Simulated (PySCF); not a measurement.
**Sb²⁺ (antimony, charge +2) across methods**

[Kr] 4d10 5s2 5p1, 2P determinant. Computed with PySCF 2.14 in aug-cc-pwCVTZ-DK3 with one added diffuse shell each of s, p, d, f type (11s10p8d5f1g, 125 functions), with the spin-free X2C one-electron Hamiltonian (Gaussian nucleus).

| method | E (hartree) | mean ε 5s α (eV) | mean ε 5s β (eV) | mean ε 5p α (eV) | Σ⟨r²⟩ (bohr²) | ⟨S²⟩ |
| --- | --- | --- | --- | --- | --- | --- |
| PBE | -6479.18 | -29.708 | -28.931 | -20.512 | 37.85 | 0.751 |
| B97-3 | -6479.23 | -30.945 | -29.873 | -21.549 | 37.88 | 0.752 |
| UHF | -6476.83618 | -34.065 | -31.706 | -24.462 | 38.30 | 0.759 |
| wB97M-V | -6479.14 | -33.449 | -32.243 | -23.816 | 37.97 | 0.752 |
| revPBE | -6479.44 | -29.608 | -28.778 | -20.486 | 37.85 | 0.752 |
| LDA | -6473.40 | -30.072 | -29.398 | -20.609 | 37.76 | 0.751 |
| r2SCAN | -6479.59 | -30.029 | -29.036 | -20.886 | 37.82 | 0.754 |

Question: Estimate the same row for PBE0.

Answer: E (hartree) = -6479.25; mean ε 5s α (eV) = -31.032; mean ε 5s β (eV) = -29.900; mean ε 5p α (eV) = -21.675; Σ⟨r²⟩ (bohr²) = 37.85; ⟨S²⟩ = 0.752.
